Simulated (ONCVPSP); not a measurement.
# Building the ONCV potential for krypton (PBE, scalar-relativistic).

The input file (ONCVPSP 4.0.1):

```
# ATOM AND REFERENCE CONFIGURATION
# atsym  z   nc   nv     iexc    psfile
  Kr 36.00    6    2        4      upf
#
#   n    l    f
    1    0    2.00
    2    0    2.00
    2    1    6.00
    3    0    2.00
    3    1    6.00
    3    2   10.00
    4    0    2.00
    4    1    6.00
#
# PSEUDOPOTENTIAL AND OPTIMIZATION
# lmax
    1
#
#   l,   rc,      ep,       ncon, nbas, qcut
    0    1.25    0.00    5    9    6.70
    1    1.35    0.00    4    9    6.30
#
# LOCAL POTENTIAL
# lloc, lpopt,  rc(5),   dvloc0
    4    4    1.10    0.00
#
# VANDERBILT-KLEINMAN-BYLANDER PROJECTORs
# l, nproj, debl
    0    3    3.60
    1    1    3.50
#
# MODEL CORE CHARGE
# icmod, fcfact, rcfact
    4    0.70    0.00
#
# LOG DERIVATIVE ANALYSIS
# epsh1, epsh2, depsh
   -2.00    5.00    0.02
#
# OUTPUT GRID
# rlmax, drl
    6.00    0.01
#
# TEST CONFIGURATIONS
# ncnf
    4
# nvcnf
#   n    l    f
    2
    4    0    2.00
    4    1    5.00
#
    2
    4    0    2.00
    4    1    4.00
#
    2
    4    0    2.00
    4    1    3.00
#
    2
    4    0    2.00
    4    1    5.50
#
```

Command:

```bash
oncvpsp.x < Kr.dat > Kr.out
```

Resulting log (shortened: citation, most of the input echo, consistency checks and plot data are left out):

```
ONCVPSP  (Optimized Norm-Conservinng Vanderbilt PSeudopotential)
scalar-relativistic version 4.0.1

#   n    l    f        energy (Ha)
    1    0    2.00    -5.2032028E+02
    2    0    2.00    -6.8518086E+01
    2    1    6.00    -6.0579984E+01
    3    0    2.00    -9.7006950E+00
    3    1    6.00    -7.1731145E+00
    3    2   10.00    -2.9914478E+00
    4    0    2.00    -8.4703761E-01
    4    1    6.00    -3.3983738E-01

Reference configufation results
  iterations    24
  all-electron total energy (Ha)   -2.79026522D+03

Begin loop to  construct optimized pseudo wave functions
and semi-local pseudopoentials for all angular momenta

   Wellstate for l =  0  n =  6
     eigenvalue =   2.7530
     asymptotic potential =   3.2530
     half-point radius =  3.0678

   Wellstate for l =  0  n =  7
     eigenvalue =   6.3530
     asymptotic potential =   6.8530
     half-point radius =  2.8051

Calculating optimized projector #   1

 for l=   0

    Fraction of norm inside rc  0.297703
    Optimizing pswf for qcut=   6.70 a_B^-1,  ecut=  22.45 Ha
    Residual kinetic energy error=  2.20D-03 Ha

    Energy error per electron        Cutoff
         Ha          eV             Ha
         0.01000     0.27211       10.20
         0.00100     0.02721       68.86
         0.00010     0.00272      139.17
         0.00001     0.00027      157.57

Calculating optimized projector #   2

 for l=   0

    Fraction of norm inside rc  0.073868
    Optimizing pswf for qcut=   6.70 a_B^-1,  ecut=  22.45 Ha
    Residual kinetic energy error=  3.46D-04 Ha

    Energy error per electron        Cutoff
         Ha          eV             Ha
         0.01000     0.27211       14.76
         0.00100     0.02721       20.04
         0.00010     0.00272       27.15
         0.00001     0.00027      179.63

Calculating optimized projector #   3

 for l=   0

    Fraction of norm inside rc  0.050201
    Optimizing pswf for qcut=   6.70 a_B^-1,  ecut=  22.45 Ha
    Residual kinetic energy error=  2.59D-03 Ha

    Energy error per electron        Cutoff
         Ha          eV             Ha
         0.01000     0.27211       19.07
         0.00100     0.02721       25.24
         0.00010     0.00272       79.25
         0.00001     0.00027      228.18

Calculating optimized projector #   1

 for l=   1

    Fraction of norm inside rc  0.222981
    Optimizing pswf for qcut=   6.29 a_B^-1,  ecut=  19.80 Ha
    Residual kinetic energy error=  6.02D-05 Ha

    Energy error per electron        Cutoff
         Ha          eV             Ha
         0.01000     0.27211        7.98
         0.00100     0.02721       14.64
         0.00010     0.00272       18.99
         0.00001     0.00027       73.77

Construct Vanderbilt / Kleinmman-Bylander projectors

B matrix Hermiticity error, ll=   0
   1   2   -3.2288E-04
   1   3    6.4167E-04
   2   3    2.1184E-04

  Orthonormal projector coefficients  2.2638E+01 -1.6920E+01  5.6027E+00

Model core correction analysis
  based on d2Exc/dn_idn_j

d2excae - all-electron derivatives

   -2.970240D-02   -2.402114D-02
   -2.402133D-02   -2.319000D-02

d2excps - pseudofunction derivatives with no core correction

   -3.494844D-02   -2.671218D-02
   -2.671329D-02   -2.443189D-02

rms 2nd derivative error    3.299679E-03

rmatch, rhocmatch    1.0575    3.1030

Coarse scan for minimum error
  matrix elements: rms 2nd-derivative errors (mHa)
  column index : amplitude prefactor to rhocmatch
  row index : scale prefactor to rmatch

         1.500  2.000  2.500  3.000  3.500  4.000  4.500  5.000  5.500  6.000

  1.0    2.630  2.532  2.470  2.426  2.395  2.372  2.356  2.342  2.332  2.322
  1.1    2.270  2.088  1.961  1.869  1.799  1.743  1.696  1.654  1.615  1.578
  1.2    1.855  1.580  1.380  1.225  1.098  0.989  0.891  0.799  0.713  0.630
  1.3    1.391  1.016  0.728  0.494  0.294  0.118  0.067  0.214  0.360  0.502
  1.4    0.885  0.408  0.128  0.354  0.631  0.889  1.130  1.356  1.570  1.775
  1.5    0.368  0.355  0.822  1.245  1.624  1.971  2.293  2.593  2.877  3.145
  1.6    0.385  1.063  1.670  2.203  2.681  3.115  3.516  3.889  4.238  4.566
  1.7    0.979  1.832  2.563  3.202  3.774  4.292  4.767  5.206  5.615  5.996
  1.8    1.636  2.632  3.480  4.221  4.879  5.473  6.014  6.511  6.970  7.397
  1.9    2.315  3.446  4.404  5.236  5.972  6.632  7.228  7.773  8.273  8.734

Nelder-Mead iteration
 converged in  19 steps
amplitude prefactor, scale prefactor
    5.2761    1.2737

Optimized Teter model core charge

d2excps - pseudofunction derivatives with core correction

   -2.968458D-02   -2.403025D-02
   -2.403070D-02   -2.316398D-02

rms 2nd derivative error    1.706988E-05

Pseudoatom total energy  -18.530827

Diagnostic tests using Vanderbilt-Kleinman-Bylander pseudopotentials
  1 or more projectors used as specified by nproj input data

   l    rcore       rmatch      e in        delta e   norm test  slope test

   0   1.2503072   1.2882692  -0.8470376  -0.0000001   1.0000792   0.9999327
run_diag: lschvkbbe ERROR   2   1   0  60  2.75296238E+00  2.42766614E+00
   0   1.2503072   1.2882692   2.7529624  -0.3252962   0.1439155   0.1822327
run_diag: lschvkbbe ERROR   3   2   0  60  6.35296239E+00  5.66766615E+00
   0   1.2503072   1.2882692   6.3529624  -0.6852962   0.5976125   0.3673997

   1   1.3514204   1.3924525  -0.3398374   0.0000038   1.0000078   0.9999857

 Testing for bound ghosts
   n   l    E NL Schr. Eq   E Basis Diag.   E Cutoff

       0                       -9.798357    284.83  WARNING - GHOST(-)
   1   0       -0.847038       -0.835817    284.83

   2   1       -0.339834       -0.312521    164.45

 Testing for highly-localized positive-energy ghosts
       l    <radius>/rc     E Basis Diag.   E Cutoff

Test configuration 0

   n   l     f        eae           eps        diff
   1   0  2.0000 -520.32028468
   2   0  2.0000  -68.51808634
   2   1  6.0000  -60.57998449
   3   0  2.0000   -9.70069501
   3   1  6.0000   -7.17311446
   3   2 10.0000   -2.99144784
   4   0  2.0000   -0.84703761   -0.84703774   -1.36D-07
   4   1  6.0000   -0.33983738   -0.33983362    3.77D-06

    Total energies and differences
      AE_ref= -2.79026522D+03  AE_tst= -2.79026522D+03  dif=  0.00D+00
      PS_ref= -1.85308274D+01  PS_tst= -1.85308274D+01  dif= -7.11D-15
      PSP excitation error=  7.11D-15

Test configuration 1

   n   l     f        eae           eps        diff
   1   0  2.0000 -520.76458366
   2   0  2.0000  -68.95881877
   2   1  6.0000  -61.02119185
   3   0  2.0000  -10.13850823
   3   1  6.0000   -7.61084263
   3   2 10.0000   -3.42870704
   4   0  2.0000   -1.24880826   -1.24847162    3.37D-04
   4   1  5.0000   -0.71839430   -0.71813321    2.61D-04

    Total energies and differences
      AE_ref= -2.79026522D+03  AE_tst= -2.78974012D+03  dif=  5.25D-01
      PS_ref= -1.85308274D+01  PS_tst= -1.80057463D+01  dif=  5.25D-01
      PSP excitation error=  2.26D-05

Test configuration 2

   n   l     f        eae           eps        diff
   1   0  2.0000 -521.27501550
   2   0  2.0000  -69.46259098
   2   1  6.0000  -61.52582510
   3   0  2.0000  -10.63679031
   3   1  6.0000   -8.10893806
   3   2 10.0000   -3.92592181
   4   0  2.0000   -1.69334128   -1.69267206    6.69D-04
   4   1  4.0000   -1.13844009   -1.13793043    5.10D-04

    Total energies and differences
      AE_ref= -2.79026522D+03  AE_tst= -2.78881494D+03  dif=  1.45D+00
      PS_ref= -1.85308274D+01  PS_tst= -1.70807981D+01  dif=  1.45D+00
      PSP excitation error=  2.49D-04

Test configuration 3

   n   l     f        eae           eps        diff
   1   0  2.0000 -521.84340590
   2   0  2.0000  -70.02081894
   2   1  6.0000  -62.08534872
   3   0  2.0000  -11.18657568
   3   1  6.0000   -8.65841565
   3   2 10.0000   -4.47406529
   4   0  2.0000   -2.17200596   -2.17127614    7.30D-04
   4   1  3.0000   -1.59208341   -1.59166326    4.20D-04

    Total energies and differences
      AE_ref= -2.79026522D+03  AE_tst= -2.78745248D+03  dif=  2.81D+00
      PS_ref= -1.85308274D+01  PS_tst= -1.57185999D+01  dif=  2.81D+00
      PSP excitation error=  5.15D-04

Test configuration 4

   n   l     f        eae           eps        diff
   1   0  2.0000 -520.53344274
   2   0  2.0000  -68.72981863
   2   1  6.0000  -60.79190938
   3   0  2.0000   -9.91126285
   3   1  6.0000   -7.38365115
   3   2 10.0000   -3.20179814
   4   0  2.0000   -1.04182821   -1.04167188    1.56D-04
   4   1  5.5000   -0.52325521   -0.52313568    1.20D-04

    Total energies and differences
      AE_ref= -2.79026522D+03  AE_tst= -2.79005001D+03  dif=  2.15D-01
      PS_ref= -1.85308274D+01  PS_tst= -1.83156096D+01  dif=  2.15D-01
      PSP excitation error= -1.31D-05
```

Note: ghosts flagged at negative energy: s at -266.6 eV; no localised positive-energy state flagged. A true bound ghost makes a file unfit for plane-wave use.

The run took about 5.3 s on one core of a shared server CPU.
